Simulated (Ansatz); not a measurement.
A trace of molecular dynamics of GaH₃ (4 atoms, charge 0, multiplicity 1).

Level of theory: Ansatz 0.2.0, RKS CAM-B3LYP-D4/def2-SVP.

| Item | Value |
| --- | --- |
| ensemble | NVE (velocity Verlet) |
| starting velocities drawn for | 100 K |
| seed | 8666 |

```json
{"time (fs)": "0.0", "T (K)": "100", "potential energy less start (eV)": "0.000", "conserved less start (meV/atom)": "0.00"}
{"time (fs)": "4.0", "T (K)": "5", "potential energy less start (eV)": "0.025", "conserved less start (meV/atom)": "0.05"}
{"time (fs)": "8.0", "T (K)": "95", "potential energy less start (eV)": "0.001", "conserved less start (meV/atom)": "0.00"}
{"time (fs)": "12.0", "T (K)": "34", "potential energy less start (eV)": "0.017", "conserved less start (meV/atom)": "0.06"}
{"time (fs)": "16.0", "T (K)": "292", "potential energy less start (eV)": "-0.049", "conserved less start (meV/atom)": "0.06"}
{"time (fs)": "20.0", "T (K)": "1748", "potential energy less start (eV)": "-0.424", "conserved less start (meV/atom)": "0.44"}
{"time (fs)": "24.0", "T (K)": "2983", "potential energy less start (eV)": "-0.736", "conserved less start (meV/atom)": "2.23"}
{"time (fs)": "28.0", "T (K)": "4126", "potential energy less start (eV)": "-1.038", "conserved less start (meV/atom)": "0.64"}
{"time (fs)": "32.0", "T (K)": "4826", "potential energy less start (eV)": "-1.220", "conserved less start (meV/atom)": "0.36"}
{"time (fs)": "36.0", "T (K)": "4362", "potential energy less start (eV)": "-1.098", "conserved less start (meV/atom)": "0.84"}
{"time (fs)": "40.0", "T (K)": "5221", "potential energy less start (eV)": "-1.335", "conserved less start (meV/atom)": "-2.74"}
{"time (fs)": "44.0", "T (K)": "4327", "potential energy less start (eV)": "-1.090", "conserved less start (meV/atom)": "0.76"}
{"time (fs)": "48.0", "T (K)": "5487", "potential energy less start (eV)": "-1.409", "conserved less start (meV/atom)": "-4.05"}
{"time (fs)": "52.0", "T (K)": "4391", "potential energy less start (eV)": "-1.107", "conserved less start (meV/atom)": "0.69"}
{"time (fs)": "56.0", "T (K)": "5740", "potential energy less start (eV)": "-1.478", "conserved less start (meV/atom)": "-4.88"}
{"time (fs)": "60.0", "T (K)": "4537", "potential energy less start (eV)": "-1.145", "conserved less start (meV/atom)": "0.61"}
{"time (fs)": "64.0", "T (K)": "6009", "potential energy less start (eV)": "-1.549", "conserved less start (meV/atom)": "-5.37"}
{"time (fs)": "68.0", "T (K)": "4663", "potential energy less start (eV)": "-1.178", "conserved less start (meV/atom)": "0.48"}
{"time (fs)": "72.0", "T (K)": "6165", "potential energy less start (eV)": "-1.590", "conserved less start (meV/atom)": "-5.54"}
{"time (fs)": "76.0", "T (K)": "4760", "potential energy less start (eV)": "-1.203", "conserved less start (meV/atom)": "0.32"}
{"time (fs)": "80.0", "T (K)": "6305", "potential energy less start (eV)": "-1.626", "conserved less start (meV/atom)": "-5.44"}
{"time (fs)": "84.0", "T (K)": "4950", "potential energy less start (eV)": "-1.253", "conserved less start (meV/atom)": "0.14"}
{"time (fs)": "88.0", "T (K)": "6394", "potential energy less start (eV)": "-1.648", "conserved less start (meV/atom)": "-5.15"}
{"time (fs)": "92.0", "T (K)": "5098", "potential energy less start (eV)": "-1.292", "conserved less start (meV/atom)": "-0.05"}
{"time (fs)": "96.0", "T (K)": "6392", "potential energy less start (eV)": "-1.645", "conserved less start (meV/atom)": "-4.73"}
{"time (fs)": "100.0", "T (K)": "5259", "potential energy less start (eV)": "-1.335", "conserved less start (meV/atom)": "-0.28"}
```

**Question.** Is this trajectory sound?

**Answer.** The conserved energy wandered by up to 5.6 meV per atom (net -0.3 meV per atom), which is poor conservation. The system heated up, since it started high on the potential surface and ran downhill. A run of 0.1 ps of so small a system gives no equilibrium averages. The orbitals stay closed-shell, which can raise the energy where a bond breaks towards radicals; this wasn't checked here. The time step was 0.5 fs.

The run took 2.4 min on 1 thread of Arm Neoverse V2, on a shared host, peak memory 0.092 GiB.
